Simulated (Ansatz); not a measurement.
Calculated with Ansatz (gas phase, PBE0-D4/def2-TZVP geometries, no zero-point term in ΔE). CCSD(T)/CBS adds triple-zeta CCSD(T) − MP2 to the extrapolated MP2 energy (def2 sets, frozen cores). This one scheme is used for every species. DFT in def2-TZVPP. def2 core potentials past Kr. For Sb outer-core shells are correlated without core-valence functions, which leaves a few kJ/mol of doubt a bond. One conformer a species, not always the lowest.

Reaction (substitution at a C–S bond): `S[CH2][SbH2]` + CH₃OH → `CO[CH2][SbH2]` + H₂S

| level | ΔE (kJ/mol) |
| --- | --- |
| r2SCAN-D4 | 24.7 |
| ωB97X-V | 23.8 |
| ωB97M-V | 25.8 |
| PBE | 26.1 |
| SCS-MP2/def2-TZVPP | 29.3 |
| CCSD(T)/def2-TZVPP | 25.0 |
| MP2/def2-QZVPP | 36.3 |
| CCSD/CBS(def2) | 30.2 |

Q: What does CCSD(T)/CBS give? (Best estimate.)

A: The calculation gave: +30.8 kJ/mol. The listed levels differ from it by -6.1, -7.0, -5.0, -4.7, -1.5, -5.8, 5.5, -0.6 kJ/mol.

Largest T1 diagnostic among the species: 0.013.

In def2-TZVPP, CCSD(T) changes the Hartree–Fock value by +3.3 kJ/mol (the triples alone add +0.6 kJ/mol) and MP2 by +11.1 kJ/mol.
